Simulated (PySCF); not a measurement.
Mg(Cl)(NH2) (ClH2MgN), SMILES [NH2][Mg][Cl]. Geometry: r2SCAN-D4/def2-TZVP. One conformer was computed; it need not be the lowest.

These are r2SCAN-D4/def2-TZVP run with PySCF values and carry that method's errors.

Harmonic wavenumbers (cm⁻¹): 117, 127, 290, 400, 526, 760, 1559, 3552, 3631. Rotational constants (GHz): 381.0, 2.490, 2.473; symmetry number 2.

Work out the zero-point energy and the ideal-gas rigid-rotor harmonic-oscillator thermochemistry at 298.15 K and 1 atm.

ZPE = ½ Σ hcν = ½ × 10962 cm⁻¹ = 15.67 kcal/mol. H − E(el) = 19.56 kcal/mol. Entropy in cal/(mol K): translation 38.89, rotation 21.07, vibration 9.42, total 69.38. G − E(el) = -1.12 kcal/mol. Cp = 16.94 cal/(mol K). Modes under 150 cm⁻¹ make the vibrational entropy uncertain.
